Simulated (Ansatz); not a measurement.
Harmonic frequencies (cm⁻¹) at PBE0-D4/def2-TZVP from Ansatz: 61, 131, 246, 365, 522, 591, 631, 731, 1173, 1430, 1444, 2689, 3048, 3139, 3169.

Each molecule was computed in one conformer, which needn't be the lowest.

Question: Which molecule is it?
A. `[CH3][Ga][SH]`•
B. `C#C[Si](Cl)Cl`•
C. `C[AsH]`•
D. `C[SiH]([S])Cl`•

Answer: A.
